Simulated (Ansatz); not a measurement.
```yaml
crystal:
  periodic: [false, false, false]
  atoms:
    - {symbol: Si, position_ang: [-1.199278, -0.991962, 0.823092]}
    - {symbol: Si, position_ang: [-0.260994, 2.195281, 1.746993]}
    - {symbol: Si, position_ang: [0.227141, -2.749202, -1.767637]}
    - {symbol: Si, position_ang: [0.580411, 0.512240, -1.772146]}
    - {symbol: Si, position_ang: [2.081444, 1.609117, 0.961343]}
    - {symbol: Si, position_ang: [-1.860336, 0.379963, 2.767083]}
    - {symbol: Te, position_ang: [-1.574528, 1.231414, -0.531253]}
    - {symbol: Te, position_ang: [0.586112, 0.282128, 3.436705]}
    - {symbol: Te, position_ang: [-0.036564, -0.863696, -3.713075]}
    - {symbol: Te, position_ang: [-2.072847, -2.921898, -0.556680]}
    - {symbol: Te, position_ang: [1.408826, -1.097476, 0.234766]}
    - {symbol: Te, position_ang: [2.120594, 2.414093, -1.629199]}
basis:
  gaussian: {orbitals: def2-TZVP, initial_orbitals: start.molden}
hamiltonian: {xc: pbe0, dispersion: d4}
scf: {omitted_lower_state_checks: [starts]}
output: {orbitals: {seedname: orbitals}}
```

The file start.molden holds the orbitals of an earlier run on this structure, at another level or in another basis.

```sh
$ ansatz run in.yaml --threads 4 --pin off --events-out ev --progress --plain --max-ram 6963MiB
```

(1) Does this run fit into the memory that it is given?

Results:

(1) No. It has 522 basis functions, and Ansatz plans for 9 GiB where 7 GiB are given.
